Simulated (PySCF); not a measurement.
C₃H₈OSi₂, SMILES [SiH3][C@H]1OC=C[SiH2]1. The structure is a stationary point at B3LYP-D3(BJ)/def2-SVP. The structure was generated by enumeration; whether it is a known compound was not checked. Other conformers were not sampled.

Computed equilibrium geometry at B3LYP-D3(BJ)/def2-SVP (PySCF confirms it by a frequency run) as Cartesian coordinates in Å (one conformer of several):
```xyz
14

Si     2.0692     0.2975    -0.2805
C      0.3471    -0.4530    -0.5525
O      0.0509    -1.2799     0.6183
C     -1.0655    -0.9064     1.2772
C     -1.8481     0.1112     0.8611
Si    -1.0993     0.8145    -0.6792
H      2.4281     1.1108    -1.4802
H      2.0271     1.1779     0.9204
H      3.0912    -0.7684    -0.0801
H      0.3691    -1.1263    -1.4255
H     -1.2330    -1.5285     2.1629
H     -2.7470     0.3795     1.4160
H     -0.6283     2.2305    -0.6009
H     -1.8937     0.6848    -1.9377
```
